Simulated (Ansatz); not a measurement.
Reaction (redistribution): `[F][Al]([F])[I]` + `BC#N` → `N#[C][Al]([F])[F]` + `BI`

Gas-phase electronic energies from Ansatz, PBE0-D4/def2-TZVP geometries. CCSD(T)/CBS is the MP2 limit (def2-TZVPP, def2-QZVPP) plus CCSD(T) − MP2 in def2-TZVPP, frozen cores. This one scheme is used for every species. DFT in def2-TZVPP. HSE06 is defined as in plane-wave codes. Elements past krypton have def2 core potentials. For I outer-core shells are correlated without core-valence functions, which leaves a few kJ/mol of doubt a bond.

| level | ΔE (kJ/mol) |
| --- | --- |
| BLYP-D4 | 61.2 |
| PBE0-D4 | 66.1 |
| r2SCAN0-D4 | 67.4 |
| HSE06-D4 | 66.2 |
| r2SCANh | 66.2 |
| HSE06 | 65.7 |
| BHLYP | 68.8 |
| SCS-MP2/def2-QZVPP | 59.0 |

What does CCSD(T)/CBS give? (Estimate.)

Computed: +59.6 kJ/mol. The listed levels differ from it by 1.6, 6.5, 7.8, 6.6, 6.6, 6.1, 9.2, -0.6 kJ/mol.

Largest T1 diagnostic among the species: 0.014.

From BLYP to BHLYP (50 % exact exchange), in def2-TZVPP and without D4, ΔE moves by +8.2 kJ/mol. Leaving LDA and LC-ωPBE aside and taking each functional with its dispersion term where it has one, the values, not all of them listed here, spread over 10.1 kJ/mol, from revPBE-D4 to BHLYP-D4.
